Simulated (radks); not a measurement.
The nuclear charge of neutral molybdenum is varied continuously with 42 electrons held in [Kr] 4d5 5s1. All-electron calculation, scalar-relativistic Kohn-Sham, PBE, spin-polarised, spherical densities, point nucleus; open shells are filled with parallel spins first (spin-orbit coupling, left out, can overturn this in heavy ions). Program: a radial shooting solver on a logarithmic mesh with Libxc functionals. By the Hellmann-Feynman theorem dE/dZ = E(electron-nucleus)/Z, the electronic potential at the nucleus. The scalar-relativistic energy here is not variational (the density holds large components alone), so the two differ by a part that grows with Z.

Z = 41.75: E (hartree) -3990.80786; E(electron-nucleus)/Z (hartree) -230.444; HOMO 4d; e(HOMO) (eV) -2.456; <r> HOMO (bohr) 2.083
Z = 42: E (hartree) -4048.78913; E(electron-nucleus)/Z (hartree) -232.348; HOMO 4d; e(HOMO) (eV) -4.571; <r> HOMO (bohr) 1.967
Z = 42.25: E (hartree) -4107.24865; E(electron-nucleus)/Z (hartree) -234.248; HOMO 5s; e(HOMO) (eV) -6.298; <r> HOMO (bohr) 3.325
Z = 42.5: E (hartree) -4166.18570; E(electron-nucleus)/Z (hartree) -236.145; HOMO 5s; e(HOMO) (eV) -8.124; <r> HOMO (bohr) 3.192
Z = 42.75: E (hartree) -4225.59977; E(electron-nucleus)/Z (hartree) -238.040; HOMO 5s; e(HOMO) (eV) -10.080; <r> HOMO (bohr) 3.073
Z = 43: E (hartree) -4285.49054; E(electron-nucleus)/Z (hartree) -239.934; HOMO 5s; e(HOMO) (eV) -12.157; <r> HOMO (bohr) 2.965

The central difference of E at Z = 42 is -232.882 hartree, to compare with the third column; the second derivative is -7.65 hartree.
